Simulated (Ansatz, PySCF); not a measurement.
Dimer: H2O (SMILES O) (first 3 atoms) with SO2 (SMILES O=S=O); geometry from B3LYP-D3(BJ)/def2-TZVP, rigid monomers moved along the line of their centres of mass till O1···S5 is 4.87 Å.
(charge 0, multiplicity 1):
| atom | x (Å) | y (Å) | z (Å) |
|---|---|---|---|
| O | 0.5057 | -0.0902 | 0.6105 |
| H | 0.6067 | 0.8503 | 0.4224 |
| H | -0.3627 | -0.3346 | 0.2694 |
| O | -1.6217 | -0.5659 | 5.2962 |
| S | -0.2695 | -0.0831 | 5.4169 |
| O | -0.0697 | 1.3382 | 5.5446 |

Monomers are frozen at their geometry in the pair; levels with a basis set take the counterpoise correction. Rows marked so take none.

Frozen-core correlation. Rows in 3-21G, 6-311+G**, 6-31G* carry no dispersion term and start afresh at each structure (6-31G* with six Cartesian d functions).

Codes used: Ansatz (Gaussian orbitals); PySCF for 3-21G rows, 6-311+G** rows, 6-31G* rows, the dispersion terms. Values without a source in brackets are computed.

```
level                              interaction energy (kcal/mol)
---------------------------------  -----------------------------
HF/3-21G (no counterpoise)                                 -1.22
HF/6-31G* (no counterpoise)                                -1.09
HF/aug-cc-pV(T+d)Z                                         -0.91
PBE-D4/def2-TZVPPD                                         -0.85
B3LYP/6-31G* (no counterpoise)                             -0.80
B3LYP/6-311+G** (no counterpoise)                          -0.92
B3LYP/def2-TZVPPD                                            [?]
B3LYP-D4/def2-TZVPPD                                       -0.85
MP2/aug-cc-pV(D+d)Z                                        -0.78
```

Question: What belongs in the gaps?

Answer: 
- B3LYP/def2-TZVPPD, interaction energy (kcal/mol): -0.68

Ansatz is an electronic-structure program.
